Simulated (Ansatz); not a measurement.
Isolated molecules relaxed with PBE0-D4/def2-TZVP in Ansatz; ΔE leaves out vibrations. CCSD(T)/CBS adds triple-zeta CCSD(T) − MP2 to the extrapolated MP2 energy (def2 sets, frozen cores). This one scheme is used for every species. For Ti outer-core shells are correlated without core-valence functions, which leaves a few kJ/mol of doubt a bond. Scalar relativity is left out up to krypton. Each species was taken in one conformer, which may not be the lowest.

Reaction (ligand exchange at a Ti–Cl bond): `[OH][Ti]([Cl])([Cl])[Cl]` + NH₃ → `[NH2][Ti]([OH])([Cl])[Cl]` + HCl

`[OH][Ti]([Cl])([Cl])[Cl]`:

```xyz
6

O    -0.288   -1.111    0.789
Ti   -0.043    0.281   -0.234
Cl   -1.917    0.794   -1.223
Cl    0.650    1.950    0.983
Cl    1.490   -0.180   -1.713
H     0.107   -1.735    1.398
```

NH₃:

Cartesian coordinates in Å:
```
N -0.195 0.203 -0.012
H -0.600 -0.715 -0.146
H 0.515 0.321 -0.724
H 0.280 0.190 0.882
```

`[NH2][Ti]([OH])([Cl])[Cl]`:

Cartesian coordinates in Å:
```
N 0.020 -1.430 -0.055
Ti -0.065 0.380 0.308
O 0.237 1.199 -1.217
Cl -2.054 0.878 1.127
Cl 1.446 0.903 1.830
H 0.207 -1.817 -0.970
H -0.113 -2.159 0.633
H 0.323 2.045 -1.656
```

HCl:

Cartesian coordinates in Å:
```
Cl 0.241 -0.548 0.224
H -0.241 0.548 -0.224
```

| species | MP2/def2-TZVPP energy (Eh) |
| --- | --- |
| `[OH][Ti]([Cl])([Cl])[Cl]` | -2303.92232 |
| NH₃ | -56.45581 |
| `[NH2][Ti]([OH])([Cl])[Cl]` | -1900.04680 |
| HCl | -460.30264 |

Q: Work out ΔE.

A: ΔE = (-1900.04680) + (-460.30264) − (-2303.92232) − (-56.45581) = 0.02869 Eh = +18.0 kcal/mol. CCSD(T)/CBS gives +16.4 kcal/mol.

Largest T1 diagnostic among the species: 0.024, so the coupled-cluster value is less sure than usual.

Leaving LDA and LC-ωPBE aside and taking each functional with its dispersion term where it has one, the values, not all of them listed here, spread over 3.6 kcal/mol, from CAM-B3LYP-D4 to B97M-V. LDA lies −1.0 kcal/mol from PBE without D4. At CCSD(T), def2-SVP lies −1.3 kcal/mol from the extrapolated value and def2-TZVPP −0.3 kcal/mol.
